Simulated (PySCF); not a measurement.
Electric field gradients and quadrupole coupling constants

Species: C4H6ClFO2S.
Geometry (GFN2-xTB, Å), atoms numbered from 1 in this order:
```xyz
15
C4H6ClFO2S angstrom
C      2.2065   -0.7551    0.0868
C      1.1577   -0.0104    0.3778
C      0.5075    0.9296   -0.5982
C     -0.7619    0.3209   -1.1520
F     -0.5388   -0.7810   -1.9021
S     -1.7645   -0.2751    0.2794
O     -1.4008   -1.5885    0.6800
O     -1.8394    0.7631    1.2547
Cl    -3.6027   -0.4011   -0.5748
H      2.6353   -1.4307    0.8050
H      2.6777   -0.7221   -0.8821
H      0.6879   -0.0579    1.3489
H      0.2342    1.8609   -0.0995
H      1.1861    1.1463   -1.4280
H     -1.3893    1.0092   -1.7236
```

Field gradients from the PBE0/pcSseg-1 density (PySCF, non-relativistic), principal values in atomic units, ordered |Vxx| ≤ |Vyy| ≤ |Vzz|:

```tsv
atom	Vxx	Vyy	Vzz
S6	-0.4698	-0.4841	0.9539
O7	-0.4931	-0.7561	1.2492
O8	-0.4818	-0.7810	1.2628
Cl9	-1.6599	-1.9267	3.5866
```

Problem. Find the asymmetry η = (Vxx − Vyy)/Vzz and the couplings χ = eQV/h (234.96 MHz × Q in barn × V in au), with Q(33S) = −0.0678 b, Q(17O) = −0.0256 b, Q(35Cl) = −0.0817 b.

Solution. 
```json
{"atom": "S6", "environment": "sulfonyl sulfur", "nucleus": "33S", "η": "0.01", "χzz (MHz)": "-15.20", "χxx (MHz)": "7.48", "χyy (MHz)": "7.71"}
{"atom": "O7", "environment": "sulfonyl oxygen", "nucleus": "17O", "η": "0.21", "χzz (MHz)": "-7.51", "χxx (MHz)": "2.97", "χyy (MHz)": "4.55"}
{"atom": "O8", "environment": "sulfonyl oxygen", "nucleus": "17O", "η": "0.24", "χzz (MHz)": "-7.60", "χxx (MHz)": "2.90", "χyy (MHz)": "4.70"}
{"atom": "Cl9", "environment": "chlorine bonded to S", "nucleus": "35Cl", "η": "0.07", "χzz (MHz)": "-68.85", "χxx (MHz)": "31.86", "χyy (MHz)": "36.99"}
```

The gradient is axial or nearly so (η below 0.05) at S6. The tensor is traceless: Vxx + Vyy + Vzz = 0.

Problem. What is Vzz at S6 in SI units (1 au = 9.71736 × 10²¹ V/m²)?

Solution. 0.9539 au = 9.269 × 10²¹ V/m².

Problem. What couplings would deuterons (Q(2H) = 0.00286 b) have in place of the hydrogens, at this geometry?

Solution. 
```tsv
atom	bonded to	bond length (Å)	Vzz (au)	η	χzz (kHz)
H10	C1	1.075	0.3388	0.04	228
H11	C1	1.078	0.3336	0.05	224
H12	C2	1.080	0.3201	0.08	215
H13	C3	1.091	0.2975	0.03	200
H14	C3	1.094	0.2981	0.03	200
H15	C4	1.093	0.2831	0.05	190
```

One conformer (not necessarily the lowest) at the GFN2-xTB geometry, without solvent, vibrations or thermal averaging. GFN2-xTB bond lengths can be off by several hundredths of an ångström, more for odd bonds, and the gradients follow them. The basis is small and wasn't made for field gradients, so the couplings can be 20 % off.
